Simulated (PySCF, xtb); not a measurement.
H2S2Se, SMILES S[Se]S.

Geometry optimised at ωB97X-D3(BJ)/def2-TZVP. Other conformers were not sampled.

Method: C-PCM-M06-2X/def2-SVP (PySCF 2.14.0).

The values are the electrostatic part of the solvation free energy, E(continuum) − E(gas) at the gas-phase geometry, in a cavity of scaled van der Waals radii (PySCF's table); cavitation and dispersion terms are not included. In vacuum the orbital gap is 8.02 eV. The dipole moment in vacuum is 0.25 D.

```
solvent                    ε  ΔG(elec) (kcal/mol)  dipole (D)  gap (eV)
---------------------  -----  -------------------  ----------  --------
water                  78.36                 -3.6        0.34      8.03
N,N-dimethylformamide  37.22                 -3.5        0.34      8.03
chloroform              4.71                 -2.8        0.32      8.03
```

For comparison, GFN2-xTB/ALPB(water) (xtb, at the GFN2-xTB geometry, all terms of that model) gives -0.7 kcal/mol.
